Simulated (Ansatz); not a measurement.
The same atomization along the group N, As, Sb.

Gas-phase electronic energies from Ansatz, PBE0-D4/def2-TZVP geometries. CBS: MP2 limit from def2 TZ/QZ plus the TZ coupled-cluster correction, frozen cores. This one scheme is used for every species, atoms too. DFT in def2-TZVPP. Open shells (•) are unrestricted, without spin–orbit coupling. Spin–orbit coupling would lower the free atoms: a little for C, Si. Elements past krypton have def2 core potentials. For As, Sb outer-core shells are correlated without core-valence functions, so the limit isn't a true one: a few kJ/mol of doubt a bond, and 10 to 20 or more in all where bonds break to atoms. Scalar relativity is left out up to krypton.

```csv
reaction,HF/CBS(def2) (kcal/mol),PBE0-D4 (kcal/mol),CCSD(T)/def2-SVP (kcal/mol)
`C1N[SiH2]1` → N• + C• + 5 H• + Si•,451.9,644.8,597.8
`C1[SiH2][AsH]1` → As• + C• + 5 H• + Si•,421.1,593.2,549.3
`[CH2]1[SiH2][SbH]1` → Sb• + C• + 5 H• + Si•,403.8,573.4,528.7
```

Problem. Give the CCSD(T)/CBS values in the same order. (An estimate is asked.)

Solution. Computed: 644.9, 594.4, 577.8 kcal/mol.

Largest T1 diagnostic: 0.013, for `[CH2]1[SiH2][SbH]1`.

For atomizations the MP2-based limit and the directly extrapolated one differ by several kJ/mol either way, and by 10 to 25 for some Ge, Se and Sn compounds, so smaller differences from it don't rank the levels.
